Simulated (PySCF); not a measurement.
Si, charge -1, quartet (in this run its highest filled SCF level lies above zero, so its values depend strongly on the basis, on diffuse functions most of all); PBE0/def2-TZVP run with PySCF.

The PySCF input:
```python
from pyscf import gto, scf, dft

mol = gto.M(
    atom='''
Si    0.00000000    0.00000000    0.00000000
''',
    basis='def2-tzvp',
    charge=-1,
    spin=3,
    verbose=4,
)

mf = dft.UKS(mol)
mf.xc = 'pbe0'
mf.small_rho_cutoff = 0
mf.kernel()
```

Q: Write the output that PySCF gives for this input, abridged.

A: 
```
PySCF version 2.14.0

[INPUT] verbose = 4
[INPUT] num. atoms = 1
[INPUT] num. electrons = 15
[INPUT] charge = -1
[INPUT] spin (= nelec alpha-beta = 2S) = 3
[INPUT] symmetry False subgroup None
[INPUT] Mole.unit = angstrom
[INPUT] Symbol           X                Y                Z      unit          X                Y                Z       unit  Magmom
[INPUT]  1 Si     0.000000000000   0.000000000000   0.000000000000 AA    0.000000000000   0.000000000000   0.000000000000 Bohr   0.0

nuclear repulsion = 0
number of shells = 13
number of NR pGTOs = 63
number of NR cGTOs = 37
basis = def2-tzvp
ecp = {}

******** <class 'pyscf.dft.uks.UKS'> ********
method = UKS
initial guess = minao
damping factor = 0
level_shift factor = 0
DIIS = <class 'pyscf.scf.diis.CDIIS'>
diis_start_cycle = 1
diis_space = 8
diis_damp = 0
SCF conv_tol = 1e-09
SCF conv_tol_grad = None
SCF max_cycles = 50
direct_scf = True
direct_scf_tol = 1e-13
number electrons alpha = 9  beta = 6
XC library pyscf.dft.libxc version 7.1.2
    S. Lehtola, C. Steigemann, M. J. T. Oliveira, and M. A. L. Marques,  SoftwareX 7, 1–5 (2018)
XC functionals = pbe0
    C. Adamo and V. Barone,  J. Chem. Phys. 110, 6158 (1999)
    M. Ernzerhof and G. E. Scuseria,  J. Chem. Phys. 110, 5029 (1999)
radial grids:
    Treutler-Ahlrichs [JCP 102, 346 (1995); DOI:10.1063/1.469408] (M4) radial grids

becke partition: Becke, JCP 88, 2547 (1988); DOI:10.1063/1.454033
pruning grids: <function nwchem_prune>
grids dens level: 3
symmetrized grids: False
atomic radii adjust function: <function treutler_atomic_radii_adjust>
small_rho_cutoff = 0
Set gradient conv threshold to 3.16228e-05
tot grids = 19184
init E= -289.154432606341

cycle= 1 E= -289.284855091849  delta_E= -0.13  |g|= 0.0871  |ddm|= 0.746
cycle= 2 E= -289.292741297643  delta_E= -0.00789  |g|= 0.0478  |ddm|= 0.442
cycle= 3 E= -289.294700543375  delta_E= -0.00196  |g|= 0.0113  |ddm|= 0.133
cycle= 4 E= -289.294714550699  delta_E= -1.4e-05  |g|= 0.000686  |ddm|= 0.00527
cycle= 5 E= -289.294715063736  delta_E= -5.13e-07  |g|= 8.64e-05  |ddm|= 0.00314
cycle= 6 E= -289.294715078625  delta_E= -1.49e-08  |g|= 4.3e-06  |ddm|= 0.000602
cycle= 7 E= -289.294715078642  delta_E= -1.62e-11  |g|= 1.44e-07  |ddm|= 1.69e-05
Extra cycle  E= -289.294715078642  delta_E= -5.68e-14  |g|= 2.14e-08  |ddm|= 3.34e-07
converged SCF energy = -289.294715078642  <S^2> = 3.7502348  2S+1 = 4.0001174
```
